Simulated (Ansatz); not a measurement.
Ansatz (an electronic-structure program) input (RI-MP2/aug-cc-pV(T+d)Z):
A basis named .json is the Basis Set Exchange file of that set.

Ansatz 0.2 input:
```yaml
crystal:
  periodic: [false, false, false]
  atoms:
    - {symbol: O, position_ang: [-0.28880464, -0.17699606, 2.01088952]}
    - {symbol: Si, position_ang: [-0.05987433, -0.03164290, 0.36016611]}
    - {symbol: Si, position_ang: [2.25730593, -0.01706371, 0.00965103]}
    - {symbol: Si, position_ang: [-0.99363827, 1.96047539, -0.47717161]}
    - {symbol: Si, position_ang: [-1.02085549, -1.83096449, -0.81479850]}
    - {symbol: H, position_ang: [-1.19257694, -0.19954013, 2.33690808]}
    - {symbol: H, position_ang: [2.87934697, -1.27644574, 0.48499828]}
    - {symbol: H, position_ang: [2.89661847, 1.12952540, 0.69924949]}
    - {symbol: H, position_ang: [2.49671377, 0.11118583, -1.44984893]}
    - {symbol: H, position_ang: [-2.44699908, 2.01979959, -0.17209944]}
    - {symbol: H, position_ang: [-0.34600457, 3.15690881, 0.11520160]}
    - {symbol: H, position_ang: [-0.82270766, 2.00469966, -1.95089231]}
    - {symbol: H, position_ang: [-0.84870302, -1.61653233, -2.27336224]}
    - {symbol: H, position_ang: [-0.39108077, -3.12234133, -0.44396426]}
    - {symbol: H, position_ang: [-2.47529963, -1.92255125, -0.52316493]}
basis:
  gaussian:
    orbitals: aug-cc-pV_T+d_Z.json
    fitting: {mean_field: def2-universal-jkfit, correlation: aug-cc-pVTZ-RIFIT.json}
magnetization: {spin_polarized: true, initial_magnetization: 2}
correlation: {method: mp2, electrons: outside_noble_gas}
```

End of the output:

```
mean field: 3.02 GiB planned
mean field evaluation 1: about -33637.4010 eV, gradient 3.0e1 eV
mean field evaluation 2: about -33640.4638 eV, gradient 2.4e1 eV
mean field evaluation 4: about -33642.7717 eV, gradient 1.1e0 eV
mean field evaluation 8: about -33642.8429 eV, gradient 1.1e-1 eV
mean field evaluation 16: about -33642.9226 eV, gradient 2.6e-3 eV
mean field evaluation 32: about -33640.5324 eV, gradient 9.2e0 eV
mean field evaluation 64: about -33642.8430 eV, gradient 1.4e0 eV
mean field evaluation 96: about -33642.8431 eV, gradient 1.4e-3 eV
mean field -33642.92261947 eV, -1236.3546022735 hartree, gradient 2.7e-6 eV, S^2 2.021898; 14 other end points of the search recorded, 0 dependent functions left out
21 core orbitals not correlated
1154 factors; their error is unknown
reference -33642.92261947 eV, -1236.3546022735 hartree; 17, 15 occupied and 458, 460 virtual orbitals, 1154 factors
second order -20.88178233 eV of doubles, -0.00000000 eV of singles
Total energy: -33663.80440180 eV, -1237.1219936198 hartree
```

This state (charge 0, triplet) is run at the relaxed geometry of the species with charge 0 and multiplicity 1, and is a spin state other than that species' own.
